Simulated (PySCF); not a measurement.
# Trend along the second period: MC anions

CCSD(T) with double-zeta basis sets in PySCF, for the lowest determinant that a PBE0 search found; no spin–orbit coupling. De refers to high-spin ground-configuration atoms (the charge goes to the atom of lower measured ionisation energy or higher electron affinity, which is not always the lowest computed limit).

```tsv
M	basis	reference, frozen orbitals	charged atom	state (unpaired electrons)	Re (Å)	ωe (cm⁻¹)	De (eV)
Be	aug-cc-pVDZ-DK	UHF, 1	C−	quartet (σ ↑, π ↑↑)	1.743	763	2.01
B	aug-cc-pVDZ	ROHF, 2	C−	triplet (σ ↑, π ↑)	1.470	1264	4.64
C	def2-SVPD	UHF, 2	C−	doublet (σ ↑)	1.282	1815	n/a
N	aug-cc-pVDZ	RHF, 2	C−	singlet (closed shell)	1.202	2016	9.43
F	aug-cc-pVDZ	UHF, 2	F−	triplet (π ↑↑)	1.492	717	2.41
```

The shortest bond is that of CN⁻ (1.202 Å), the longest that of BeC⁻ (1.743 Å).

The rows differ in basis set, which adds steps of its own.

The state changes along the series, so neighbouring rows are not always alike in their bonding.

Correlated steps freeze the inner cores (1 to 2 orbitals); shallow outer-core shells are correlated. UHF and ROHF references stand side by side, which adds small steps between rows. Correlated levels converge slowly with the basis: in double zeta they bind strong bonds too weakly, by up to about 1 eV, and carry superposition errors of some tenths. For an ion De counts to the pair picked by the measured ionisation energies or electron affinities, which need not be the lowest pair at this level. Where the molecule has an RHF reference, its open-shell atoms are computed with UHF. The CCSD T1 diagnostic is raised in BC⁻, BeC⁻, a sign that a single reference may not be enough there. States were picked by a PBE0 search and need not be the measured ground states.
